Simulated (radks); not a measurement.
Task: These are the eigenvalues of the occupied orbitals of an atom or ion with whole-number occupations (hartree). Method: non-relativistic Kohn-Sham, PBE, spin-polarised, spherical densities, point nucleus; computed with a radial shooting solver on a logarithmic mesh with Libxc functionals.

| orbital | eigenvalue |
|---|---|
| 1s up | -1676.277 |
| 1s down | -1676.276 |
| 2s up | -267.9645 |
| 2s down | -267.9622 |
| 2p up | -254.8129 |
| 2p down | -254.8112 |
| 3s up | -60.84468 |
| 3s down | -60.76589 |
| 3p up | -55.01988 |
| 3p down | -54.94790 |
| 3d up | -44.16354 |
| 3d down | -44.11138 |
| 4s up | -13.91800 |
| 4s down | -13.76960 |
| 4p up | -11.64727 |
| 4p down | -11.49956 |
| 4d up | -7.60452 |
| 4d down | -7.45838 |
| 5s up | -3.36537 |
| 5s down | -3.30544 |
| 5p up | -2.67785 |
| 4f up | -2.66256 |
| 5p down | -2.62770 |
| 6p up | -1.04334 |

Which element is it, and in what charge state? The configuration may be excited. Open shells, if any, are filled with parallel spins first.

Result: Z = 63, europium, charge +4: Eu4+ in [Xe] 4f4 6p1. The list shows which subshells hold electrons but not how many an open one holds; the 1s level, -1676.3 hartree, gives Z - s = 57.9 by -(Z - s)^2/2, which with screening narrows Z to a few neighbours, and the depths of the outer levels then fix element, charge and occupations together.
